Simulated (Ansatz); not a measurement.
Consider the homolysis of the Cl–In bond: `[F][In]([Cl])[O][SiH3]` → Cl• + `[F][In][O][SiH3]`•.

Calculated with Ansatz (gas phase, PBE0-D4/def2-TZVP geometries, no zero-point term in ΔE). CCSD(T)/CBS is the MP2 limit (def2-TZVPP, def2-QZVPP) plus CCSD(T) − MP2 in def2-TZVPP, frozen cores. This one scheme is used for every species, atoms too. Functionals use def2-TZVPP. HSE06 is defined as in plane-wave codes. Open shells (•) are unrestricted, without spin–orbit coupling. Spin–orbit coupling would lower the free atoms: a little for Cl. def2 core potentials past Kr. Bonds to In are less sure, by a few kJ/mol each and by 10 to 20 or more in all where they break to atoms, as the def2 sets lack core-valence functions. One conformer a species, not always the lowest.

`[F][In]([Cl])[O][SiH3]`:

Z-matrix (Å, degrees):
```
Si
O 1 1.641
H 1 1.485 2 107.8
H 1 1.489 2 111.0 3 -119.7
H 1 1.488 2 111.0 3 119.7
In 2 1.946 1 136.1 3 177.5
Cl 6 2.279 2 124.0 1 -179.0
F 6 1.932 2 116.1 1 1.1
```

`[F][In][O][SiH3]`•:

```xyz
7

F    -2.877   -0.614    0.817
In   -2.159   -0.212   -0.965
O    -0.204    0.133   -1.049
Si    1.013    0.164    0.046
H     2.272    0.512   -0.665
H     0.768    1.179    1.109
H     1.187   -1.160    0.707
```

| level | ΔE (kJ/mol) | difference from CCSD(T)/CBS |
| --- | --- | --- |
| r2SCAN0-D4 | 355.4 | -21.8 |
| HSE06-D4 | 360.4 | -16.8 |
| ωB97X-V | 372.9 | -4.3 |
| HSE06 | 357.2 | -20.0 |
| HF/def2-SVP | 265.0 | -112.2 |
| MP2/def2-SVP | 357.3 | -19.9 |
| HF/def2-QZVPP | 270.1 | -107.1 |
| HF/CBS(def2) | 270.3 | -106.9 |
| MP2/CBS(def2) | 394.6 | 17.4 |
| CCSD/CBS(def2) | 368.1 | -9.1 |
| CCSD(T)/CBS | 377.2 | 0 |

Largest T1 diagnostic among the species: 0.019.

In def2-TZVPP, CCSD(T) changes the Hartree–Fock value by +90.3 kJ/mol (the triples alone add +9.1 kJ/mol) and MP2 by +107.7 kJ/mol; breaking electron pairs costs correlation energy, which Hartree–Fock lacks. From PBE to PBE0 (25 % exact exchange), in def2-TZVPP and without D4, ΔE moves by +3.7 kJ/mol. At CCSD(T), def2-SVP lies −33.0 kJ/mol from the extrapolated value and def2-TZVPP −17.7 kJ/mol: correlation converges slowly with the basis, and small sets miss more of it in the bonded molecule than in its fragments.

CCSD(T)/CBS has its own doubt, a few kJ/mol and more with outer-core shells, so smaller differences from it don't rank the levels.
